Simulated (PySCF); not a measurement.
CNiO, multiplicity 1.

```xyz
3

Ni     0.0000     0.0000     0.7741
O      0.0000     0.0000    -2.0393
C      0.0000     0.0000    -0.8933
```
Charge 0, spin multiplicity 1.

Geometry: PBE0-D3(BJ)/def2-TZVP. The multiplicity is an assumed one; other spin states were not compared.

Level of theory: PySCF with PBE/pcSseg-2. Non-relativistic, no solvent.

Computed absolute GIAO shielding of each atom: isotropic value and principal components (ppm):
| atom | σ(iso) | σ11 | σ22 | σ33 | span |
|---|---|---|---|---|---|
| Ni1 | -1030.1 | -2693.5 | -2693.5 | 2296.7 | 4990.1 |
| O2 | -20.4 | -238.1 | -238.1 | 415.1 | 653.2 |
| C3 | -12.6 | -163.8 | -163.8 | 289.8 | 453.6 |
